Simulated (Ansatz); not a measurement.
`C[CH](C)[GeH3]` + `[GeH3][SeH]` → `[GeH3][Se][GeH3]` + `CCC` at 600 K and 1 bar (ligand exchange at a Ge–C bond).

Gas-phase electronic energies from Ansatz, PBE0-D4/def2-TZVP geometries. CCSD(T)/CBS adds triple-zeta CCSD(T) − MP2 to the extrapolated MP2 energy (def2 sets, frozen cores). For Ge, Se outer-core shells are correlated without core-valence functions, which leaves a few kJ/mol of doubt a bond. Scalar relativity is left out up to krypton.

| species | CCSD(T)/CBS energy (Eh) | H − E (kJ/mol) | S (J/(mol·K)) |
| --- | --- | --- | --- |
| `C[CH](C)[GeH3]` | -2196.28589 | 372.0 | 442.0 |
| `[GeH3][SeH]` | -4479.23116 | 121.4 | 357.3 |
| `[GeH3][Se][GeH3]` | -6556.56757 | 186.1 | 460.6 |
| `CCC` | -118.98051 | 315.9 | 335.6 |

H − E and S are ideal-gas, rigid-rotor, harmonic terms from PBE0-D4/def2-TZVP. 1 Eh = 2625.50 kJ/mol, R = 8.31446 J/(mol·K).

Q: By hand: ΔE, ΔH, ΔS and ΔG.

A: ΔE = (-6556.56757) + (-118.98051) − (-2196.28589) − (-4479.23116) = -0.03103 Eh = -81.5 kJ/mol. Δ(H − E) = 186.1 + 315.9 − 372.0 − 121.4 = 8.6, so ΔH = -72.9 kJ/mol. ΔS = 460.6 + 335.6 − 442.0 − 357.3 = -3.1 J/(mol·K). ΔG = -72.9 − 600 × (-3.1)/1000 = -71.0 kJ/mol.

Q: By hand: the equilibrium constant, and the temperature at which ΔG would vanish if ΔH and ΔS stayed fixed.

A: log₁₀ K = −ΔG/(RT ln 10) = 6.2. ΔG = 0 at ΔH/ΔS = 23516 K, far beyond where these terms or the molecules hold.

The number of gas molecules stays the same, so ΔS is small and ΔH decides. A doubt of 5 kJ/mol in ΔE shifts log₁₀ K by 0.4 here. Modes under 60 cm⁻¹, often nearly free rotors, make the harmonic entropy too high. These are equilibria of isolated gas molecules and say nothing of rates. Largest T1 diagnostic: 0.011 (customary marks: 0.02 for closed shells, 0.045 for open ones).
